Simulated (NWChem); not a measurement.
System: CdHI; SMILES [CdH][I]

```xyz
3

Cd     0.0169     1.3202     0.0000
H      0.0407     2.9844     0.0000
I     -0.0074    -1.2828     0.0000
```
Atoms are numbered in this order, from 1.

Geometry: optimised at PBE0/def2-SVP. def2 effective core potentials on Cd, I; no spin-orbit coupling.

Q: List the 6 lowest vertical singlet excitations from PBE/def2-SVP with def2 effective core potentials on Cd, I, TDA (NWChem).

A: 
| state | energy (eV) | oscillator strength | leading excitation (squared amplitude) |
|---|---|---|---|
| S1 | 4.68 | 0.019 | HOMO−1 → LUMO (1.00) |
| S2 | 4.68 | 0.019 | HOMO → LUMO (1.00) |
| S3 | 4.85 | 0.000 | HOMO → LUMO+1 (0.50) |
| S4 | 4.90 | 0.000 | HOMO−1 → LUMO+1 (0.50) |
| S5 | 4.90 | 0.000 | HOMO−1 → LUMO+2 (0.50) |
| S6 | 5.28 | 0.022 | HOMO → LUMO+2 (0.41) |
